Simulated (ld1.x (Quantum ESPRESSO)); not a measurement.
# Plane-wave convergence, TM potential for Al (Z = 13)

| Quantity | Value |
| --- | --- |
| Element | aluminium |
| Generator | ld1.x (Quantum ESPRESSO) 7.5 |
| Type | norm-conserving Troullier–Martins (Kleinman–Bylander form) |
| Functional | PBE |
| Relativity | scalar-relativistic |
| Frozen core | [Ne] |
| Valence charge | 3 |
| Reference configuration | 3s2 3p1 |
| Partial waves | 3p (bound): rc 2.75 bohr; 3s (bound): rc 2.38 bohr |
| Local potential | the s channel |
| Core correction | a·sin(br)/r model core inside 0.80 bohr |

The pseudo-atom Hamiltonian at the reference potential is diagonalised in spherical Bessel functions j_l(qr) that vanish at 20 bohr, with q² up to the cutoff. All-electron valence levels (Ry): 3p -0.1993, 3s -0.5698.

**Question.** How do the lowest levels (Ry) of each channel move with the cutoff, and are there ghosts?

**Answer.**

| cutoff (Ry) | p #1 | s #1 | s #2 | d #1 | f #1 | f #2 | Σ f·Δε (mRy) |
| --- | --- | --- | --- | --- | --- | --- | --- |
| 8 | -0.1992 | -0.5661 | -0.0230 | 0.0461 | 0.1021 | 0.2242 | 7.7 |
| 10 | -0.1992 | -0.5680 | -0.0232 | 0.0460 | 0.1021 | 0.2242 | 3.8 |
| 12 | -0.1993 | -0.5682 | -0.0232 | 0.0460 | 0.1021 | 0.2242 | 3.3 |
| 15 | -0.1993 | -0.5683 | -0.0232 | 0.0460 | 0.1021 | 0.2242 | 3.1 |
| 18 | -0.1993 | -0.5689 | -0.0233 | 0.0460 | 0.1021 | 0.2242 | 1.8 |
| 21 | -0.1993 | -0.5694 | -0.0233 | 0.0460 | 0.1021 | 0.2242 | 0.8 |
| 25 | -0.1993 | -0.5697 | -0.0233 | 0.0460 | 0.1021 | 0.2242 | 0.3 |
| 30 | -0.1993 | -0.5698 | -0.0233 | 0.0460 | 0.1021 | 0.2242 | 0.1 |
| 400 | -0.1993 | -0.5698 | -0.0233 | 0.0460 | 0.1021 | 0.2242 | 0.0 |

Result: no extra level below or beside the all-electron valence levels (p, s, d, f tested); 10 mRy is reached at 8 Ry and 1 mRy at 21 Ry.
